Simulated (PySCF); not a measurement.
# Ionisation energy of Ba⁵⁰⁺ by level of theory

Ba⁵⁰⁺ [He] 2s2 2p2 (3P) → Ba⁵¹⁺ [He] 2s2 2p1 (2P), as a difference of total energies. Calculation: PySCF 2.14, in an uncontracted even-tempered set (19 s from 26 bohr⁻², ratio 2.2; 12 p from 33 bohr⁻², ratio 2.2; 5 d from 130 bohr⁻², ratio 2.4; 5 f from 190 bohr⁻², ratio 2.4; 4 g from 280 bohr⁻², ratio 2.4); the spin-free X2C one-electron Hamiltonian (Gaussian nucleus). Correlated levels: nothing frozen; virtual orbitals above 40 to 60 times the deepest correlated orbital energy dropped. The calculations carry no spin-orbit coupling.

```
                 method  ionisation energy (eV)
                    UHF                  9494.1
                    LDA                  9488.5
                    PBE                  9492.3
                   PBE0                  9493.1
                 r2SCAN                  9497.0
                   BLYP                  9493.9
                  TPSSh                  9492.8
    MP2 (all electrons)                  9493.8
SCS-MP2 (all electrons)                  9493.3
```

Spin-orbit coupling is strong in these open shells (close to jj coupling). The scalar numbers leave it out and a first-order estimate fails, so it can dominate the gap to the real levels.

For this ion Breit and QED terms and the two-electron picture change, all absent here, outweigh the differences among the correlated methods.

For comparison: 9739 ± 4 eV (theoretical estimate listed by NIST; NIST Atomic Spectra Database, ionization energies).
